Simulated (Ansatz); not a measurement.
Breaking the Cd1–H2 bond in CdH2 (SMILES [CdH2]) (multiplicity 1 held, fragments rigid). Energies count from the point at 1.681 Å.
Geometry at that point (charge 0, multiplicity 1):
```xyz
3

Cd     0.000     0.000     0.000
H      0.000     0.000     1.681
H      0.000     0.000    -1.681
```

Active spaces are followed from a long bond inwards. Levels need not reach the same state.

Frozen-core correlation.

Codes used: Ansatz (a first-principles code). Each number belongs to the level named beside it. In def2 rows elements past Kr take small-core potentials, without spin–orbit coupling.

What is the computed energy at R = 5.380 Å (FIC-MRCISD+Q on CASSCF(2,2)/def2-SVP)?

299 kJ/mol

What is the computed energy at R = 5.380 Å (CASSCF(2,2)/def2-SVP)?

269 kJ/mol
